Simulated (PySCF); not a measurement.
Molecule: `O(C(C)=O)CC(=O)O`, C4H6O4.

Bonds (- single, = double, # triple, : aromatic): C1-C2, C2=O3, C2-O4, O4-C5, C5-C6, C6=O7, C6-O8. C1 carries H9, H10, H11; C5 carries H12, H13; O8 carries H14.

Frames of a GFN2-xTB Langevin trajectory at 300 K; GIAO PBE0/pcSseg-1 shieldings in PySCF 2.14, gas phase, non-relativistic; equivalent atoms averaged within each frame.

References, each an isolated molecule treated in the same way: TMS for ¹³C (σ = 186.93 ppm), ¹H (σ = 31.72 ppm); ¹⁷O (σ = 336.08 ppm) against H2O. The references are static minima.

Q: How do the shifts (ppm) fluctuate along the trajectory?

A: 
```
         time (fs)     C2     C6    C5    C1     O3     O7     O8     O4   H14  H12/H13
               250  180.7  173.8  63.6  25.6  505.8  450.1  192.6  186.3  7.00     4.87
               425  172.8  174.3  64.2  21.6  427.6  441.7  194.2  192.4  5.83     6.33
               625  181.8  169.6  65.6  28.5  498.1  414.3  224.2  196.0  7.27     5.56
               800  173.7  170.1  64.0  18.7  426.7  424.9  202.5  202.8  7.20     6.11
              1000  177.4  173.8  62.7  18.4  457.9  420.8  184.7  199.8  7.02     5.74
    mean of frames  177.3  172.3  64.0  22.5  463.2  430.4  199.6  195.5  6.86     5.72
standard deviation    4.0    2.3   1.0   4.4   37.6   15.0   15.1    6.4  0.59     0.56
```

5 frames give an uncertainty of the mean of about the standard deviation over 2.2 at best, since frames this close in time may not be independent; classical motion lacks zero-point vibration, and the reference would need the same averaging.
